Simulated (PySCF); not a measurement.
**Potential energy of GaGe along the bond**

Set-up: basis Ga cc-pVDZ-PP with ECP10, Ge cc-pVDZ-PP with ECP10; scalar-relativistic core potentials; PySCF 2.14. Energies in eV from Ga + Ge in their ground configurations at the same level. State: ⁴Σ⁻ (quartet), unpaired electrons σ ↑, π ↑↑.

All columns are M06-2X. A positive dipole means Ga(−)Ge(+).

```tsv
R (Å)	E (eV)	μ (D)	Mulliken charge on Ga (basis-dependent)	HOMO (eV)	LUMO (eV)	Mayer bond order	⟨S²⟩
2.145	-1.489	-0.86	0.07	-6.27	-2.64	1.78	3.75
2.245	-1.867	-0.99	0.08	-6.30	-2.53	1.70	3.75
2.344	-2.079	-1.19	0.10	-6.31	-2.42	1.61	3.76
2.419	-2.161	-1.36	0.12	-6.31	-2.35	1.55	3.76
2.494	-2.192	-1.56	0.14	-6.19	-2.29	1.49	3.76
2.569	-2.185	-1.77	0.15	-6.08	-2.23	1.43	3.76
2.669	-2.134	-2.07	0.17	-5.94	-2.17	1.35	3.76
2.793	-2.022	-2.46	0.20	-5.78	-2.11	1.27	3.76
2.943	-1.851	-2.93	0.22	-5.61	-2.06	1.18	3.76
3.142	-1.595	-3.55	0.25	-5.41	-2.04	1.08	3.76
```

A fit through these points gives, at Re = 2.516 Å, μ = -1.62 D and dμ/dR = -2.80 D/Å; the reduced mass is 35.67 u.

Task: How strong is the fundamental in the double-harmonic approximation, I = 42.26·(dμ/dR)²/μred km/mol?

Result: I = 42.26·(-2.80)²/35.67 = 9.29 km/mol at M06-2X.

Spin–orbit coupling is left out. The state is the lowest determinant that a PBE0 search found; another state may lie lower at other levels.
